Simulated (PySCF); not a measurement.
Computed IR spectrum (relative IR intensity) of a molecule CH6ClGeN. Coordinates come from a PBE-D3(BJ)/def2-SVP optimisation. One conformer was computed; it need not be the lowest. Method: PBE-D3(BJ)/def2-SVP (PySCF 2.14.0). Frequencies are harmonic and unscaled.

ν (cm⁻¹): 152 (vw), 176 (vw), 189 (vw), 250 (m), 381 (m), 566 (vs), 596 (w), 605 (m), 685 (w), 713 (w), 791 (m), 816 (m), 896 (m), 1206 (w), 1378 (vw), 1505 (w), 2098 (s), 3440 (w), 3535 (w) (against the strongest line: vs over 80 %, s over 45 %, m over 15 %, w over 4 %, vw less)

Task: Which molecule gave these data?
(A) C[NH][GeH2][Cl]
(B) [CH3][Ge@H]([NH2])[Cl]
(C) N[CH2][GeH2][Cl]

Result: B, [CH3][Ge@H]([NH2])[Cl]
